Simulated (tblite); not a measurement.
Compound: C₉H₈O₂.
Numbering: `[CH2:1]=[CH:2][O:3][C:4](=[O:5])[c:6]1[cH:7][cH:8][cH:9][cH:10][cH:11]1` (hydrogens: H12, H13 on C1; H14 on C2; H15 on C7; H16 on C8; H17 on C9; H18 on C10; H19 on C11)

Computed with GFN2-xTB (tblite), gas phase: L-BFGS steps from a force-field or distance-geometry start until the largest atomic force falls under 0.01 eV/Å.

Step 9: E = -855.7021 eV
```
atom  x, y, z in Å  |  force x, y, z in eV/Å
C1      4.0070   -0.4956   -0.6958    0.013   0.008  -0.001
C2      3.0808    0.2437   -0.1126    0.031  -0.012  -0.022
O3      1.7460   -0.0531   -0.2377    0.017   0.011   0.005
C4      0.8478    0.7408    0.3887   -0.036   0.014   0.043
O5      1.1585    1.6979    1.0537    0.016   0.016  -0.002
C6     -0.5475    0.2959    0.1683   -0.057  -0.016  -0.032
C7     -0.8563   -0.8205   -0.6053    0.008  -0.044  -0.028
C8     -2.1752   -1.1981   -0.7810   -0.002   0.003   0.003
C9     -3.1967   -0.4676   -0.1930    0.041   0.008   0.006
C10    -2.8957    0.6458    0.5769   -0.001  -0.003   0.006
C11    -1.5792    1.0264    0.7579   -0.007  -0.001   0.009
H12     3.7653   -1.3576   -1.2918   -0.058   0.011   0.016
H13     5.0460   -0.2480   -0.5885   -0.001   0.013   0.012
H14     3.3063    1.1169    0.4898   -0.077  -0.036  -0.015
H15    -0.0608   -1.3867   -1.0643    0.000  -0.004   0.002
H16    -2.4103   -2.0672   -1.3784    0.013   0.017   0.003
H17    -4.2258   -0.7667   -0.3347    0.035   0.011   0.007
H18    -3.6918    1.2141    1.0374    0.043  -0.010  -0.016
H19    -1.3282    1.8887    1.3560    0.022   0.014   0.005
```

Step 10: E = -855.7028 eV
```
atom  x, y, z in Å  |  force x, y, z in eV/Å
C1      4.0055   -0.4952   -0.6951    0.005   0.009  -0.006
C2      3.0795    0.2442   -0.1128    0.015  -0.025  -0.020
O3      1.7457   -0.0538   -0.2381   -0.011  -0.008  -0.010
C4      0.8472    0.7399    0.3879   -0.019   0.019   0.051
O5      1.1598    1.6966    1.0525   -0.001   0.023   0.003
C6     -0.5480    0.2951    0.1682   -0.033  -0.015  -0.034
C7     -0.8549   -0.8217   -0.6057   -0.019  -0.027  -0.018
C8     -2.1744   -1.1985   -0.7815    0.006  -0.003   0.000
C9     -3.1957   -0.4676   -0.1930    0.029   0.006   0.006
C10    -2.8949    0.6463    0.5772    0.008  -0.008   0.004
C11    -1.5782    1.0268    0.7583   -0.010  -0.004   0.004
H12     3.7601   -1.3562   -1.2904   -0.042   0.000   0.007
H13     5.0435   -0.2466   -0.5878    0.023   0.006   0.007
H14     3.3014    1.1163    0.4902   -0.053  -0.001   0.005
H15    -0.0575   -1.3860   -1.0637   -0.012  -0.010  -0.001
H16    -2.4096   -2.0676   -1.3796    0.011   0.029   0.012
H17    -4.2257   -0.7670   -0.3344    0.065   0.021   0.010
H18    -3.6904    1.2151    1.0377    0.036  -0.012  -0.017
H19    -1.3232    1.8892    1.3557    0.003   0.000  -0.003
```

Step 11: E = -855.7033 eV
```
atom  x, y, z in Å  |  force x, y, z in eV/Å
C1      4.0047   -0.4949   -0.6948   -0.003   0.008  -0.008
C2      3.0786    0.2443   -0.1132   -0.009  -0.022  -0.010
O3      1.7452   -0.0543   -0.2385   -0.032  -0.015  -0.012
C4      0.8465    0.7394    0.3881   -0.003   0.011   0.033
O5      1.1606    1.6962    1.0518   -0.018   0.020   0.006
C6     -0.5488    0.2942    0.1675    0.002   0.005  -0.012
C7     -0.8543   -0.8230   -0.6063   -0.011  -0.010  -0.010
C8     -2.1737   -1.1989   -0.7819   -0.005   0.000   0.003
C9     -3.1946   -0.4674   -0.1928    0.035   0.006   0.006
C10    -2.8942    0.6465    0.5775    0.019  -0.015  -0.003
C11    -1.5775    1.0271    0.7587    0.000  -0.010  -0.005
H12     3.7556   -1.3552   -1.2893   -0.024  -0.008   0.000
H13     5.0422   -0.2455   -0.5870    0.032  -0.002   0.001
H14     3.2967    1.1158    0.4906   -0.031   0.021   0.016
H15    -0.0552   -1.3858   -1.0635   -0.022  -0.013  -0.002
H16    -2.4089   -2.0675   -1.3804    0.004   0.021   0.009
H17    -4.2245   -0.7669   -0.3341    0.059   0.020   0.009
H18    -3.6887    1.2157    1.0377    0.017  -0.006  -0.010
H19    -1.3195    1.8895    1.3554   -0.011  -0.011  -0.009
```

Task: Estimate the geometry and energy of step 12. (The exact step hangs on the optimiser's Hessian estimate; all steps are aligned on step 11, rigid shifts and turns removed.)

Result: E = -855.7036 eV, largest force 0.043 eV/Å
```
atom  x, y, z in Å  |  force x, y, z in eV/Å
C1      4.0044   -0.4946   -0.6948   -0.008   0.006  -0.008
C2      3.0779    0.2440   -0.1136   -0.025  -0.009   0.003
O3      1.7443   -0.0548   -0.2388   -0.032  -0.011  -0.006
C4      0.8458    0.7392    0.3888    0.006   0.002   0.007
O5      1.1608    1.6964    1.0515   -0.027   0.011   0.007
C6     -0.5493    0.2938    0.1668    0.028   0.007   0.000
C7     -0.8540   -0.8239   -0.6068   -0.004   0.014   0.004
C8     -2.1733   -1.1991   -0.7821    0.011  -0.001   0.000
C9     -3.1931   -0.4672   -0.1926    0.019   0.002   0.004
C10    -2.8933    0.6464    0.5777    0.019  -0.004   0.001
C11    -1.5771    1.0270    0.7589    0.013  -0.006  -0.007
H12     3.7522   -1.3547   -1.2885   -0.006  -0.007  -0.002
H13     5.0419   -0.2448   -0.5866    0.022  -0.011  -0.005
H14     3.2930    1.1157    0.4909   -0.017   0.022   0.014
H15    -0.0542   -1.3860   -1.0634   -0.021  -0.018  -0.006
H16    -2.4084   -2.0670   -1.3807   -0.004   0.008   0.001
H17    -4.2226   -0.7664   -0.3337    0.040   0.015   0.006
H18    -3.6873    1.2159    1.0375    0.003  -0.003  -0.004
H19    -1.3175    1.8895    1.3551   -0.017  -0.017  -0.012
```

The energy changes by -0.0003 eV. The first-order estimate −F·Δx gives -0.0005 eV and the mean of the old and new forces, exact on a quadratic surface, -0.0003 eV. The step makes an angle of 57° with the force vector and moves no atom by more than 0.004 Å.

What follows is the cost of the whole relaxation. The run took 0.27 s wall, 0.53 s CPU on 2 threads of an Intel Xeon Platinum 8488C, shared host with 96 logical CPUs at a one-minute load of 56.
